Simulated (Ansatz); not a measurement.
## Cost against result

The pair of NH₃ (SMILES N, atoms 1–4) and HBr (SMILES Br, atoms 5–6), both closed shells, in one local arrangement (a lower one may exist), relaxed at PBE0-D4/def2-TZVP:

```
atom    x (Å)    y (Å)    z (Å)
  N1  -0.0042   0.0297  -0.5890
  H2   0.4064   0.9029  -0.8972
  H3   0.5285  -0.7375  -0.9810
  H4  -0.9550  -0.0234  -0.9342
 Br5   0.0178  -0.1250   2.4754
  H6   0.0067  -0.0468   0.9261
```

Interaction energies are counterpoise-corrected; the time is that of the whole pair.

Ansatz 0.2.0; basis: as named in each row; cores frozen in the correlated methods. Filled d shells of the heavier atoms are correlated. The def2 sets are not built for correlating such inner shells, so the correlated values are less sure here. B3LYP uses VWN-RPA correlation. Extrapolation: Hartree–Fock as exp(−7.88 √X), correlation as X^−2.97.

Times are rough, for one single point on 2 threads of a shared host (Intel Xeon Platinum 8488C).

The estimate by CCSD(T) at an estimated basis limit (MP2 extrapolated from triple and quadruple zeta, plus CCSD(T) − MP2 in triple zeta) is -48.7 kJ/mol.

| method | basis | time (s) | interaction energy (kJ/mol) | method less estimate |
| --- | --- | --- | --- | --- |
| revPBE-D4 | def2-TZVPPD | 2 | -56.4 | -7.8 |
| PBE-D4 | def2-TZVPPD | 2 | -61.9 | -13.2 |
| PBE0-D4 | def2-TZVPPD | 2 | -61.0 | -12.4 |
| HSE06-D4 | def2-TZVPPD | 2 | -61.5 | -12.8 |
| BLYP-D4 | def2-TZVPPD | 2 | -51.3 | -2.6 |
| r2SCAN-D4 | def2-TZVPPD | 2 | -62.8 | -14.1 |
| B3LYP-D4 | def2-TZVPPD | 3 | -52.8 | -4.1 |
| B2PLYP | def2-TZVPPD | 4 | -47.5 | 1.1 |
| B97M-V | def2-TZVPPD | 6 | -50.3 | -1.6 |
| wB97X-V | def2-TZVPPD | 6 | -49.9 | -1.2 |
| wB97M-V | def2-TZVPPD | 6 | -48.0 | 0.7 |
| MP2 | def2-QZVPPD | 14 | -54.7 | -6.0 |
| CCSD(T) | def2-TZVPPD | 31 | -40.1 | 8.6 |

The T1 diagnostic stays at or below 0.009.
